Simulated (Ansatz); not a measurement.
Mulliken charges of `[SeH][Zr]([SeH])([SeH])[SeH]` from PBE/def2-TZVPP in Ansatz (PBE0-D4/def2-TZVP geometry).

| atom | x (Å) | y (Å) | z (Å) | charge (e) |
| --- | --- | --- | --- | --- |
| Se1 | -0.498 | -0.233 | -2.540 | -0.179 |
| Zr2 | -0.281 | -0.154 | -0.004 | 0.411 |
| Se3 | -2.621 | -0.090 | 0.978 | -0.168 |
| Se4 | 0.829 | -2.335 | 0.724 | -0.181 |
| Se5 | 0.997 | 1.945 | 0.721 | -0.188 |
| H6 | -0.716 | 1.226 | -2.469 | 0.084 |
| H7 | -1.916 | -0.140 | 2.277 | 0.077 |
| H8 | 2.135 | -1.689 | 0.488 | 0.071 |
| H9 | 2.071 | 1.472 | -0.176 | 0.072 |

Q: By hand: the dipole of these point charges (1 e Å = 4.8032 D).

A: Σ q r = (0.170, 0.129, 0.012) e Å, of length 0.214 e Å = 1.03 D.

Q: How does the dipole of the full density compare? (Estimate.)

A: The calculation gave: (0.134, 0.086, 0.030) e Å, 0.78 D; the point charges give 1.32 times that, at 9° from its direction.

Point charges leave out the atoms' own dipoles, such as those of lone pairs, and Mulliken's split depends on the basis, so the two needn't agree.
